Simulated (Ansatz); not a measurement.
Ideal-gas functions of CH$_{3}$ClTe, SMILES `ClC[TeH]` at 800 K and 1 bar, from an Ansatz frequency run at PBE0-D4/def2-TZVP.

Molar mass 178.09 g/mol, point group Cs (symmetry number 1), electronic degeneracy 1, moments of inertia 22.001, 306.527, 325.289 u Å². Harmonic wavenumbers (cm⁻¹, unscaled): 108, 159, 527, 662, 774, 778, 1111, 1189, 1444, 2140, 3125, 3205.

Use S(trans) = R[1.5 ln M + 2.5 ln T − 1.1517]; rotational temperatures θ = 24.2544 K / I; S(rot) = R[ln(√π/σ · √(T³/θAθBθC)) + 1.5]; for each mode x = 1.438777 ν̃/T, S = R[x/(eˣ − 1) − ln(1 − e⁻ˣ)] and H = RT x/(eˣ − 1); 1 cm⁻¹ = 0.0119627 kJ/mol; R = 8.31446 J/(mol·K).

Q: By hand: the entropy, in J/(mol·K).

A: Translation 194.0. Rotation: θ = 1.1024, 0.0791, 0.0746 K, giving 121.5. Vibration, mode by mode: 21.95, 18.75, 9.06, 7.34, 6.20, 6.17, 3.82, 3.42, 2.38, 0.88, 0.20, 0.18, in all 80.3. Electronic 0.0. Sum 395.8 J/(mol·K).

Q: By hand: H − E and G − E in kJ/mol, counted from the electronic energy.

A: Zero-point energy ½ × 15222 × 0.0119627 = 91.0; thermal vibration 31.5; translation, rotation and pV give 4 RT = 26.6. H − E = 149.1 kJ/mol, and G − E = 149.1 − 800 × 395.8/1000 = -167.5 kJ/mol.

Vibration gives 20 % of the entropy, 22.0 J/(mol·K) of it from the mode under 150 cm⁻¹: soft modes count most, and the harmonic formula is weakest for them.
